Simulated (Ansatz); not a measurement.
Computed with Ansatz on PBE0-D4/def2-TZVP structures; ΔE is electronic, products minus reactants. CCSD(T)/CBS is the MP2 limit (def2-TZVPP, def2-QZVPP) plus CCSD(T) − MP2 in def2-TZVPP, frozen cores. This one scheme is used for every species. DFT in def2-TZVPP. B3LYP here is the variant with VWN-RPA as its local correlation; programs differ in this. HSE06 is defined as in plane-wave codes. For Ga outer-core shells are correlated without core-valence functions, which leaves a few kJ/mol of doubt a bond. Scalar relativity is left out up to krypton. One conformer a species, not always the lowest.

`[F][Ga]([F])[SH]` + H–F → `[F][Ga]([F])[F]` + H₂S  (ligand exchange at a Ga–S bond)

(1) Is it downhill or uphill in electronic energy at CCSD(T)/CBS, and by how much? (Estimate.)

(2) What do these levels give: LDA (SPW92), B3LYP-D4, r2SCANh-D4, r2SCAN0-D4, ωB97M-V, B2PLYP, revPBE, PBE0, HSE06, HF/def2-SVP, CCSD/def2-SVP, MP2/CBS(def2)? (Estimate.)

(3) What do rigid-rotor, harmonic-oscillator terms from PBE0-D4/def2-TZVP frequencies (298.15 K, 1 bar) make of the CCSD(T)/CBS value? (Estimate.)

Largest T1 diagnostic among the species: 0.015.

## Answers

(1) The calculation gave: Uphill: ΔE = +30.3 kJ/mol.

(2) Ansatz gave: LDA (SPW92) 35.1, B3LYP-D4 24.3, r2SCANh-D4 25.5, r2SCAN0-D4 27.4, ωB97M-V 23.3, B2PLYP 18.2, revPBE 24.7, PBE0 29.5, HSE06 29.6, HF/def2-SVP 4.6, CCSD/def2-SVP 4.5, MP2/CBS(def2) 32.6 kJ/mol.

(3) Computed: ΔZPE = -4.5 kJ/mol, ΔH = +24.7 kJ/mol, ΔS = -4 J/(mol·K), ΔG = +25.8 kJ/mol.

In def2-TZVPP, CCSD(T) changes the Hartree–Fock value by +11.7 kJ/mol (the triples alone add +2.2 kJ/mol) and MP2 by +14.1 kJ/mol. From r2SCAN to r2SCAN0 (25 % exact exchange), in def2-TZVPP and without D4, ΔE moves by +3.3 kJ/mol.
